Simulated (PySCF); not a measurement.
[GaCl4]- (charge -1).
Cartesian coordinates in Å at the PBE0-D3(BJ)/def2-SVP level; atoms count from 1:
```
atom  x, y, z in Å
Ga1    0.0122   -0.0205   -0.0056
Cl2   -0.0862   -0.0865    2.1966
Cl3    2.1200   -0.0163   -0.6497
Cl4   -0.9807    1.8025   -0.7500
Cl5   -0.9905   -1.7896   -0.8534
```

Computed, not measured: PySCF 2.14.0, PBE0-D3(BJ)/def2-SVP geometry optimisation, gas phase.

**Question.** Which atoms are bound to Ga1, and at what distances?

**Answer.** 4 atoms: Cl5 2.203 Å, Cl3 2.204 Å, Cl4 2.205 Å, Cl2 2.205 Å.

**Question.** List the angles at Ga1.

**Answer.** 
```tsv
angle	degrees	distance of the outer atoms (Å)
Cl2–Ga1–Cl4	110.0	3.61
Cl2–Ga1–Cl5	109.9	3.61
Cl2–Ga1–Cl3	109.5	3.60
Cl3–Ga1–Cl4	109.3	3.60
Cl4–Ga1–Cl5	109.2	3.59
Cl3–Ga1–Cl5	108.9	3.59
```

**Question.** What is the shape at Ga1?

**Answer.** Tetrahedral: angles from 108.9° to 110.0°; τ4 = (360° − α − β)/141° = 0.99 with α and β the two widest (0 for a square, 1 for a tetrahedron). Differences among atoms that Td makes equivalent are scatter left by the optimiser.

**Question.** What are the rotational constants (commonest isotopes, rigid rotor)?

**Answer.** A = 1121, B = 1114, C = 1111 MHz: a spherical top.

Point group: Td (every atom within 0.08 Å of its image). Charge -1, singlet. No PBE0-D3(BJ)/def2-SVP frequencies stand behind this structure, so it isn't proved a minimum.
